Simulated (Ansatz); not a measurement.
Mulliken charges of CH₄TeZn (`[CH3][Zn][TeH]`) from PBE/def2-TZVPP in Ansatz (PBE0-D4/def2-TZVP geometry).

```csv
atom,x (Å),y (Å),z (Å),charge (e)
C1,-1.251,0.536,0.247,-0.426
Zn2,0.549,0.044,-0.295,0.213
Te3,2.859,-0.583,-0.992,-0.097
H4,-1.918,0.566,-0.617,0.109
H5,-1.642,-0.193,0.960,0.109
H6,-1.253,1.519,0.724,0.109
H7,2.717,-1.958,-0.073,-0.016
```

Task: By hand: the dipole of these point charges (1 e Å = 4.8032 D).

Result: Σ q r = (-0.196, 0.075, 0.046) e Å, of length 0.215 e Å = 1.03 D.

Task: How does the dipole of the full density compare? (An estimate is asked.)

Result: Ansatz gave: (-0.262, 0.065, 0.083) e Å, 1.36 D; the point charges give 0.76 times that, at 8° from its direction.

Point charges leave out the atoms' own dipoles, such as those of lone pairs, and Mulliken's split depends on the basis, so the two needn't agree.
